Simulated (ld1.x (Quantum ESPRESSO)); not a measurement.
Values are calculated unless marked as measured or tabulated.
# Pseudopotentials across the periodic table

Generated with ld1.x 7.5 (TM, RRKJ, ultrasoft, PAW), atompaw 4.2 or ONCVPSP 4.0.1. The cutoff is in Ry: for ld1.x and atompaw files where the sum of valence levels is converged to 10 mRy in a Bessel basis, for ONCV files where the hardest occupied wave has 1 mHa per electron of residual kinetic energy. The error is the largest all-electron minus pseudo excitation energy over each file’s own four to seven test configurations (ionisations up to +4, promotions, holes and added fractions of an electron), all of which were solved. The labels leave out finer settings (local radius, basis sizes, second energies), which also bear on the numbers. Spin-polarised tests are not counted. The rows are a selection from randomly drawn settings: files with unsolved tests, undetermined cutoffs or missed reference levels are left out.

```csv
element,potential,cutoff (Ry),largest error (meV),bound ghosts
F,"RRKJ, LDA (PZ), scalar-relativistic, rc 0.85/0.90 (sp), local smoothed, core correction yes, reference 2s2 2p4",140,+419,none
Cr,"TM, BLYP, scalar-relativistic, rc 1.20/1.00/1.60 (spd), local s, core correction yes, reference 3s2 3p6 3d3 4s0 4p0",110,+235,none
In,"RRKJ, PBE, scalar-relativistic, rc 2.10/3.10/3.40 (spd), local smoothed, core correction yes, reference 5s2 5p1",18,-202,none
```

Question: Fill in the row for K: TM semilocal, PW91, scalar-relativistic, rc 1.45/1.35/4.05 (spd), local s, core correction yes, reference 3s2 3p6 3d0 4s0 4p0.

Answer: cutoff 55 Ry, largest error +120 meV, bound ghosts: none.

Question: Fill in the row for B: TM semilocal, PBE, scalar-relativistic, rc 0.95/2.15/2.20 (spd), local p, core correction no, reference 2s2 2p0.75.

Answer: cutoff 70 Ry, largest error +116 meV, bound ghosts: none.

Question: Fill in the row for Sn: ultrasoft, PBE, fully relativistic, rc 2.05/2.50/2.05 (spd), local smoothed, core correction yes, reference 5s2 5p0.

Answer: cutoff 8 Ry, largest error -128 meV, bound ghosts: none.
